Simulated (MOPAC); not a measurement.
MOPAC input (PM3):

```
PM3 PRECISE GNORM=0.05 LET XYZ CHARGE=-1 GEO-OK AUX(PRECISION=9) THREADS=1
CH4BO3

C    -1.79371400 1    0.44296300 1    0.32404900 1
O    -0.44765300 1    0.48401800 1    0.70021900 1
B     0.48546800 1   -0.17344200 1   -0.17651700 1
O     0.20700400 1   -0.79718800 1   -1.27464700 1
O     1.79974100 1   -0.01541600 1    0.38635900 1
H    -2.19165700 1    1.46205100 1    0.19464100 1
H    -1.91526400 1   -0.10670200 1   -0.61531700 1
H    -2.39971900 1   -0.04547300 1    1.10368400 1
H     2.36885100 1   -0.47176100 1   -0.24016800 1
```

Output:

```
 *******************************************************************************
 **                                                                           **
 **                              MOPAC v23.2.5                                **
 **                                                                           **
 *******************************************************************************
 ** MOPAC's Digital Object Identifier: https://doi.org/10.5281/zenodo.6511958 **
 **                                                                           **
 ** Please cite the open-source release paper for use of this MOPAC version:  **
 ** J. E. Moussa and J. J. P. Stewart (2026)                                  **
 ** MOPAC: An open-source semiempirical molecular orbital program             **
 ** J. Open Source Softw., 11(119), 8025, https://doi.org/10.21105/joss.08025 **
 *******************************************************************************

                              PM3 CALCULATION RESULTS

 *******************************************************************************
 *  PM3        - The PM3 Hamiltonian to be used
 *  GEO-OK     - OVERRIDE INTERATOMIC DISTANCE AND OTHER SAFETY CHECKS
 *
 *
 *
 *                 CHARGE ON SYSTEM = -1
 *
 *
 *
 *  LET        - OVERRIDE SOME SAFETY CHECKS
 *  PRECISE    - TIGHTER CRITERIA TO BE USED
 *  XYZ        - CARTESIAN COORDINATE SYSTEM TO BE USED
 *  GNORM      - EXIT WHEN GRADIENT NORM DROPS BELOW 0.050
 *  AUX        - OUTPUT AUXILIARY INFORMATION
 *******************************************************************************
PM3 PRECISE GNORM=0.05 LET XYZ CHARGE=-1 GEO-OK AUX(PRECISION=9) THREADS=1
 CH4BO3

   ATOM   CHEMICAL          X               Y               Z
  NUMBER   SYMBOL      (ANGSTROMS)     (ANGSTROMS)     (ANGSTROMS)

     1       C         -1.79371400  *   0.44296300  *   0.32404900  *
     2       O         -0.44765300  *   0.48401800  *   0.70021900  *
     3       B          0.48546800  *  -0.17344200  *  -0.17651700  *
     4       O          0.20700400  *  -0.79718800  *  -1.27464700  *
     5       O          1.79974100  *  -0.01541600  *   0.38635900  *
     6       H         -2.19165700  *   1.46205100  *   0.19464100  *
     7       H         -1.91526400  *  -0.10670200  *  -0.61531700  *
     8       H         -2.39971900  *  -0.04547300  *   1.10368400  *
     9       H          2.36885100  *  -0.47176100  *  -0.24016800  *

          CARTESIAN COORDINATES

    NO.       ATOM           X           Y           Z

     1         C         -1.7937      0.4430      0.3240
     2         O         -0.4477      0.4840      0.7002
     3         B          0.4855     -0.1734     -0.1765
     4         O          0.2070     -0.7972     -1.2746
     5         O          1.7997     -0.0154      0.3864
     6         H         -2.1917      1.4621      0.1946
     7         H         -1.9153     -0.1067     -0.6153
     8         H         -2.3997     -0.0455      1.1037
     9         H          2.3689     -0.4718     -0.2402

  H: (PM3): J. J. P. STEWART, J. COMP. CHEM. 10, 209 (1989).
  B: (PM3): J. J. P. STEWART, J. MOL. MOD., 10, 155-164 (2004)
  C: (PM3): J. J. P. STEWART, J. COMP. CHEM. 10, 209 (1989).
  O: (PM3): J. J. P. STEWART, J. COMP. CHEM. 10, 209 (1989).

           Empirical Formula: C H4 O3 B  =     9 atoms

      MOLECULAR POINT GROUP   :   Cs

      RHF CALCULATION, NO. OF DOUBLY OCCUPIED LEVELS = 15

          Geometry optimization using EF

          DIAGONAL MATRIX USED AS START HESSIAN

 CYCLE:     1  GRAD.:    49.485 HEAT: -250.1795
 CYCLE:     2  GRAD.:   742.931 HEAT: -204.3317
 CYCLE:     3  GRAD.:   207.709 HEAT: -237.7128
 CYCLE:     4  GRAD.:   176.705 HEAT: -241.9551
 CYCLE:     5  GRAD.:   263.803 HEAT: -238.0817
 CYCLE:     6  GRAD.:   224.284 HEAT: -241.6211
 CYCLE:     7  GRAD.:   169.990 HEAT: -239.4119
 CYCLE:     8  GRAD.:   182.654 HEAT: -239.6269
 CYCLE:     9  GRAD.:    84.166 HEAT: -250.2963
 CYCLE:    10  GRAD.:   351.871 HEAT: -230.5124
 CYCLE:    11  GRAD.:    87.757 HEAT: -248.5600
 CYCLE:    12  GRAD.:   120.998 HEAT: -247.6729
 CYCLE:    13  GRAD.:    52.233 HEAT: -252.0330
 CYCLE:    14  GRAD.:   143.056 HEAT: -246.4901
 CYCLE:    15  GRAD.:    30.033 HEAT: -252.9177
 CYCLE:    16  GRAD.:    29.266 HEAT: -253.0176
 CYCLE:    17  GRAD.:     4.086 HEAT: -253.3804
 CYCLE:    18  GRAD.:     5.487 HEAT: -253.4355
 CYCLE:    19  GRAD.:    40.013 HEAT: -253.0633
 CYCLE:    20  GRAD.:     4.614 HEAT: -253.5412
 CYCLE:    21  GRAD.:     1.945 HEAT: -253.5522
 CYCLE:    22  GRAD.:     1.073 HEAT: -253.5568
 CYCLE:    23  GRAD.:     0.569 HEAT: -253.5578
 CYCLE:    24  GRAD.:     0.306 HEAT: -253.5581
 CYCLE:    25  GRAD.:     0.130 HEAT: -253.5582
 CYCLE:    26  GRAD.:     0.056 HEAT: -253.5583
 CYCLE:    27  GRAD.:     0.012 HEAT: -253.5583

     GRADIENT =  0.01243 IS LESS THAN CUTOFF =  0.05000

 -------------------------------------------------------------------------------
 PM3 PRECISE GNORM=0.05 LET XYZ CHARGE=-1 GEO-OK AUX(PRECISION=9) THREADS=1
 CH4BO3

     GEOMETRY OPTIMISED USING EIGENVECTOR FOLLOWING (EF).
     SCF FIELD WAS ACHIEVED

                              PM3 CALCULATION
                                                       MOPAC v23.2.5 Linux

          FINAL HEAT OF FORMATION =       -253.55826 KCAL/MOL =   -1060.88776 KJ/MOL

          COSMO AREA              =        105.24 SQUARE ANGSTROMS
          COSMO VOLUME            =         87.62 CUBIC ANGSTROMS

          GRADIENT NORM           =          0.01243          =       0.00414 PER ATOM
          IONIZATION POTENTIAL    =          4.659971 EV
          HOMO LUMO ENERGIES (EV) =         -4.660  8.237
          NO. OF FILLED LEVELS    =         15
          MOLECULAR WEIGHT        =         74.8508         POINT GROUP:  Cs

          MOLECULAR DIMENSIONS (Angstroms)

            Atom       Atom       Distance
            H     9    H     6     4.88672
            O     4    H     8     2.40736
            H     7    O     5     1.58839

          SCF CALCULATIONS        =         28

   ATOM   CHEMICAL          X               Y               Z
  NUMBER   SYMBOL      (ANGSTROMS)     (ANGSTROMS)     (ANGSTROMS)

     1       C         -1.77106231  *   0.46760573  *   0.37022107  *
     2       O         -0.41476047  *   0.44949130  *   0.65023505  *
     3       B          0.47121918  *  -0.23190012  *  -0.27680655  *
     4       O          0.27204357  *  -0.86221521  *  -1.36782650  *
     5       O          1.67460441  *   0.03747431  *   0.44567763  *
     6       H         -2.09931444  *   1.51470019  *   0.29977606  *
     7       H         -2.06527524  *  -0.04905669  *  -0.55349609  *
     8       H         -2.30755932  *   0.00436170  *   1.21087694  *
     9       H          2.41121734  *  -0.33959375  *  -0.01120767  *

                             CARTESIAN COORDINATES

   1    C       -1.771062308     0.467605734     0.370221066
   2    O       -0.414760472     0.449491303     0.650235054
   3    B        0.471219175    -0.231900124    -0.276806551
   4    O        0.272043567    -0.862215206    -1.367826501
   5    O        1.674604405     0.037474308     0.445677627
   6    H       -2.099314444     1.514700187     0.299776058
   7    H       -2.065275241    -0.049056687    -0.553496092
   8    H       -2.307559318     0.004361697     1.210876944
   9    H        2.411217342    -0.339593745    -0.011207665

           Empirical Formula: C H4 O3 B  =     9 atoms

      MOLECULAR POINT GROUP   :   Cs

                  EIGENVALUES
 -32.65397 -31.41616 -29.24157 -21.55342 -14.54800 -11.27486 -11.12085 -10.54933
  -9.59771  -8.65200  -7.75345  -5.95498  -5.58866  -4.82979  -4.65997   8.23715
   8.76668   8.85811   9.15604   9.27769  10.72321  11.15014  11.55119  13.42372

              NET ATOMIC CHARGES AND DIPOLE CONTRIBUTIONS

  ATOM NO.   TYPE          CHARGE      No. of ELECS.   s-Pop       p-Pop
    1          C           0.114012        3.8860     1.11630     2.76968
    2          O          -0.320543        6.3205     1.78493     4.53561
    3          B           0.025381        2.9746     0.97624     1.99838
    4          O          -0.543115        6.5431     1.81604     4.72707
    5          O          -0.373175        6.3732     1.74828     4.62489
    6          H          -0.034192        1.0342     1.03419
    7          H           0.009223        0.9908     0.99078
    8          H          -0.034193        1.0342     1.03419
    9          H           0.156602        0.8434     0.84340
 DIPOLE           X         Y         Z       TOTAL
 POINT-CHG.    -1.267     1.098     1.532     2.271
 HYBRID         0.060    -0.168    -0.264     0.319
 SUM           -1.207     0.930     1.267     1.982

          ATOMIC ORBITAL ELECTRON POPULATIONS

     Atom    s        px        py        pz
    1  C   1.11630   0.88590   0.93294   0.95084
    2  O   1.78493   1.13678   1.77302   1.62581
    3  B   0.97624   0.68836   0.65574   0.65428
    4  O   1.81604   1.79198   1.52574   1.40934
    5  O   1.74828   1.25583   1.75724   1.61182
    6  H   1.03419
    7  H   0.99078
    8  H   1.03419
    9  H   0.84340

 **********************
 *                    *
 * JOB ENDED NORMALLY *
 *                    *
 **********************

 == MOPAC DONE ==
```

The dipole moment of an ion depends on the origin.

The geometry given is a B3LYP-D3(BJ)/def2-TZVP minimum.
